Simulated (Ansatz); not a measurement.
Reaction (silylene formation by 1,1-elimination): `O[Si]([SiH3])(Cl)Cl` → `Cl[Si]Cl` + `O[SiH3]`

Isolated molecules relaxed with PBE0-D4/def2-TZVP in Ansatz; ΔE leaves out vibrations. CBS: MP2 limit from def2 TZ/QZ plus the TZ coupled-cluster correction, frozen cores. This one scheme is used for every species. DFT in def2-TZVPP. B3LYP here is the variant with VWN-RPA as its local correlation; programs differ in this. Each species was taken in one conformer, which may not be the lowest.

| level | ΔE (kcal/mol) | difference from CCSD(T)/CBS |
| --- | --- | --- |
| BLYP-D4 | 35.4 | -5.6 |
| B97M-V | 41.6 | 0.6 |
| PBE0-D4 | 44.6 | 3.6 |
| r2SCANh-D4 | 45.2 | 4.2 |
| ωB97X-V | 44.0 | 3.0 |
| B2PLYP | 37.3 | -3.7 |
| B3LYP | 33.9 | -7.1 |
| r2SCANh | 44.4 | 3.4 |
| BHLYP | 38.0 | -3.0 |
| HF/def2-SVP | 37.0 | -4.0 |
| CCSD(T)/def2-SVP | 37.9 | -3.1 |
| SCS-MP2/def2-TZVPP | 39.5 | -1.5 |
| CCSD/def2-TZVPP | 39.3 | -1.7 |
| CCSD(T)/def2-TZVPP | 39.8 | -1.2 |
| MP2/def2-QZVPP | 42.8 | 1.8 |
| HF/CBS(def2) | 36.3 | -4.7 |
| CCSD(T)/CBS | 41.0 | 0 |

Largest T1 diagnostic among the species: 0.013.

From r2SCAN to r2SCAN0 (25 % exact exchange), in def2-TZVPP and without D4, ΔE moves by +1.0 kcal/mol. At CCSD(T), def2-SVP lies −3.1 kcal/mol from the extrapolated value and def2-TZVPP −1.2 kcal/mol.
